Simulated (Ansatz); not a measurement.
C$_{2}$H$_{7}$AlSi (`C[CH]1[AlH][SiH2]1`). Total charge 0; spin multiplicity 1. All single points use the PBE0-D4/def2-TZVP geometry.

```xyz
11

C    -0.724    0.542    1.264
C    -0.290    0.222   -0.150
Al    1.043    0.777   -1.462
Si    0.600   -1.381   -0.709
H    -1.523   -0.121    1.612
H     0.112    0.430    1.959
H    -1.085    1.571    1.358
H    -1.144    0.297   -0.860
H     1.651    2.052   -2.180
H    -0.201   -2.552   -1.169
H     1.561   -1.838    0.337
```

What is the dipole moment at ωB97M-V/def2-TZVPP? (An estimate is asked.)

Ansatz gave: 1.19 D, with components (-0.11, 1.16, -0.28) D in this frame, pointing from negative to positive charge.

And with PBE, r2SCAN, B3LYP? (Best estimate.)

Computed: PBE 1.16 D, r2SCAN 1.20 D, B3LYP 1.14 D.

Give the Mulliken charges with ωB97M-V, B3LYP, r2SCAN in def2-TZVPP. (An estimate is asked.)

Computed: 
```
atom  ωB97M-V  B3LYP  r2SCAN
  C1    -0.29  -0.23   -0.12
  C2    -0.37  -0.27   -0.33
 Al3     0.28   0.29    0.38
 Si4     0.07   0.12    0.12
  H5     0.11   0.08    0.05
  H6     0.09   0.08    0.04
  H7     0.10   0.08    0.04
  H8     0.14   0.10    0.10
  H9    -0.07  -0.09   -0.12
 H10    -0.04  -0.08   -0.08
 H11    -0.04  -0.08   -0.08
```

B3LYP here is the variant with VWN-RPA as its local correlation; programs differ in this.
